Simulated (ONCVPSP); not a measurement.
## Reading a pseudo-wave (technetium (Tc))

Columns: radius, all-electron u(r) and pseudo u(r) of the 4s shell (level -85.15 eV) of technetium in the configuration [Ar] 3d10 4s2 4p6 4d5 5s0.5; PBE, scalar-relativistic, ONCV scheme, ONCVPSP 4.0.1.

| r (bohr) | all-electron | pseudo |
| --- | --- | --- |
| 0.105 | 0.3934 | 0.1052 |
| 0.210 | -0.2635 | 0.2224 |
| 0.315 | -0.6165 | 0.3585 |
| 0.420 | -0.3537 | 0.5117 |
| 0.525 | 0.1397 | 0.6717 |
| 0.630 | 0.5950 | 0.8220 |
| 0.735 | 0.9115 | 0.9445 |
| 0.840 | 1.0819 | 1.0248 |
| 0.945 | 1.1331 | 1.0553 |
| 1.050 | 1.1010 | 1.0367 |
| 1.155 | 1.0181 | 0.9768 |
| 1.260 | 0.9094 | 0.8878 |
| 1.365 | 0.7922 | 0.7831 |
| 1.470 | 0.6772 | 0.6743 |
| 1.575 | 0.5706 | 0.5700 |
| 1.680 | 0.4754 | 0.4753 |
| 1.785 | 0.3925 | 0.3925 |
| 1.890 | 0.3217 | 0.3217 |
| 1.995 | 0.2622 | 0.2621 |
| 2.100 | 0.2126 | 0.2125 |
| 2.205 | 0.1716 | 0.1716 |
| 2.310 | 0.1381 | 0.1380 |
| 2.415 | 0.1107 | 0.1107 |
| 2.520 | 0.0886 | 0.0885 |
| 2.625 | 0.0707 | 0.0706 |
| 2.730 | 0.0563 | 0.0563 |

Q: How many radial nodes do the two functions have?

A: The all-electron 4s function has n − l − 1 = 3 (the table is too coarse to show those close to the nucleus); the pseudo-wave has 0, since the states of the same l below it are removed with the core.

Q: At about which radius was the pseudo-wave matched?

A: 1.85 bohr. The columns agree to 0.0005 from 1.68 bohr on; several derivatives are matched, so the curves merge somewhat inside the radius.

Q: Where does each function peak?

A: Outermost all-electron maximum near 0.94 bohr, pseudo maximum near 0.94 bohr (to the table’s step).

Q: Is the pseudo-wave norm-conserving?

A: Yes: the ONCV scheme keeps the norm inside the radius equal to the all-electron one, which fixes the energy derivative of the logarithmic derivative at the level.
